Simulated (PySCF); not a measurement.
**Sr²⁰⁺: ionisation energy**

Sr²⁰⁺ [Ar] (1S) → Sr²¹⁺ [Ne] 3s2 3p5 (2P), as a difference of total energies. Calculation: PySCF 2.14, in an uncontracted even-tempered set (17 s from 2.1 bohr⁻², ratio 2.5; 11 p from 2.7 bohr⁻², ratio 2.5; 5 d from 14 bohr⁻², ratio 2.7; 4 f from 21 bohr⁻², ratio 2.7); no relativity, point nucleus. Correlated levels: outer shells: 1s2 frozen; virtual orbitals above 40 to 60 times the deepest correlated orbital energy dropped. The calculations carry no spin-orbit coupling.

```csv
method,ionisation energy (eV)
UHF,930.32
LDA,931.82
PBE,931.72
PBE0,931.87
r2SCAN,932.25
M06-2X,932.07
TPSS,931.81
MP2 (outer shells),931.27
SCS-MP2 (outer shells),931.12
```

Question: How much does correlation contribute at MP2 (outer shells)?

Answer: 931.27 − (930.32) = 0.95 eV, measured against UHF.

A first-order spin-orbit estimate (lowest level to lowest level, LS coupling) adds -4.136 eV.

All relativistic terms are absent from these numbers, so their closeness to the reference says little about the methods.

For comparison: 932 ± 3 eV (semi-empirical (NIST evaluation); NIST Atomic Spectra Database, ionization energies).
